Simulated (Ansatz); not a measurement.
Potential energy curve for GaAl, lowest singlet found (which spin is the ground state isn't settled by this scan).

- RHF/aug-cc-pVDZ (Ansatz, a first-principles code)
- RKS-BLYP = restricted BLYP/aug-cc-pVDZ run with Ansatz
- RKS-PBE = restricted PBE/aug-cc-pVDZ (Ansatz)
- FCI = full CI/aug-cc-pVDZ, cores with 3d frozen in Ansatz

Energies relative to the lowest point of each curve between 2.73 and 3.54 Å, where full CI is lowest, in eV:

| R / Å | RHF | RKS-BLYP | RKS-PBE |
|---|---|---|---|
| 2.73 | 0.121 | 0.183 | 0.155 |
| 2.88 | 0.015 | 0.065 | 0.046 |
| 3.09 | 0.000 | 0.000 | 0.000 |
| 3.31 | 0.086 | 0.028 | 0.049 |
| 3.54 | 0.239 | 0.117 | 0.160 |
| 3.91 | 0.545 | 0.317 | 0.393 |
| 4.30 | 0.884 | 0.539 | 0.646 |
| 4.84 | 1.324 | 0.808 | 0.950 |
| 5.31 | 1.655 | 0.993 | 1.159 |

Q: Predict the corresponding FCI column.

A: 2.73: 0.100; 2.88: 0.018; 3.09: 0.000; 3.31: 0.058; 3.54: 0.163; 3.91: 0.355; 4.30: 0.539; 4.84: 0.719; 5.31: 0.808 (eV).

The scan ran from 1.73 to 8.25 Å; beyond the distances shown full CI changes its symmetry label. The restricted form behind RHF, RKS-BLYP, RKS-PBE keeps the bonding electrons paired and can't separate into open-shell fragments. Also computed but left out beside FCI, since their determinant holds another spin at the minimum (<S²> over 0.7 above the pure value): UMP2, UCCSD, UCCSD(T), UKS-BLYP, UKS-B3LYP/6-31G*.
